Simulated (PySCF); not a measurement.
Compound: C₆H₉FO (charge +1 and doublet state).
Cartesian coordinates in Å at the GFN2-xTB level; atoms count from 1:
```xyz
17
C6H9FO angstrom
C      2.499   -0.530   -0.196
C      1.139   -0.311   -0.031
C      0.583    1.065   -0.100
C     -0.870    1.160    0.352
C     -1.630   -0.040   -0.206
F     -1.531   -0.019   -1.579
C     -0.999   -1.341    0.282
O      0.408   -1.370    0.168
H      3.176    0.284   -0.390
H      2.902   -1.528   -0.120
H      1.219    1.752    0.466
H      0.666    1.391   -1.148
H     -0.946    1.157    1.441
H     -1.314    2.086   -0.012
H     -2.696   -0.016    0.038
H     -1.258   -1.531    1.331
H     -1.355   -2.198   -0.305
```

The hyperfine couplings belong to this conformer and change with its torsions.

The species is `[CH2+][C]1CC[C@@H](F)CO1` [radical] (charge +1).

The calculation used UKS B3LYP, pcH-1 on C F H O, non-relativistic, mean-field spin-orbit, GIAO (PySCF). Isolated species at its GFN2-xTB geometry (one conformer only). A GFN2-xTB geometry isn't a minimum of the functional, and hyperfine couplings can be far from their values at a DFT geometry, by a factor of two or more for some ions and for spin on atoms past the first row. The SCF solution wasn't tested for stability.

Problem. The isotropic 13C couplings are +55.4, -24.0, -8.5, -4.2, +3.9, -0.7 MHz. Assign them to C1; C2; C3; C4; C5; C7.

Solution. 
| site | a_iso (MHz) | ρ(0) (bohr⁻³) | position | distance from C1 (Å) | spin population | largest \|T\| (MHz) |
| --- | --- | --- | --- | --- | --- | --- |
| C1 | +55.4 | +0.0493 | largest spin population | 0.00 | +0.74 | 118.1 |
| C2 | -24.0 | -0.0214 | 1 bond from C1 | 1.39 | +0.06 | 13.5 |
| C3 | -4.2 | -0.0037 | 2 bonds from C1 | 2.49 | 0.00 | 3.7 |
| C4 | -0.7 | -0.0007 | 3 bonds from C1 | 3.81 | 0.00 | 0.6 |
| C5 | +3.9 | +0.0035 | 4 bonds from C1 | 4.16 | 0.00 | 1.0 |
| C7 | -8.5 | -0.0076 | 3 bonds from C1 | 3.62 | -0.01 | 2.2 |

ρ(0) is the spin density at the nucleus and T the dipolar tensor. Largest spin populations (Mulliken): C1 (+0.74), O8 (+0.21) and C2 (+0.06). The angles at C1 add up to 360.0°, so it is planar; its axial dipolar tensor and the negative couplings of its protons fit spin in a p orbital normal to that plane.

H9 and H10 aren't averaged: C1 is flat or nearly so (angle sum 360°), and its turn about the short C1–C2 bond (1.39 Å) is taken as slow.

The SMILES `[CH2+][C]1CC[C@@H](F)CO1` draws the unpaired electron on C2, whose computed spin population is only +0.06.

Hardware: an Arm Neoverse V2 with one thread, no GPU (shared host). Cost: 66 s of wall time (with the writing of density and orbital grids), 1.1 GiB resident at most.
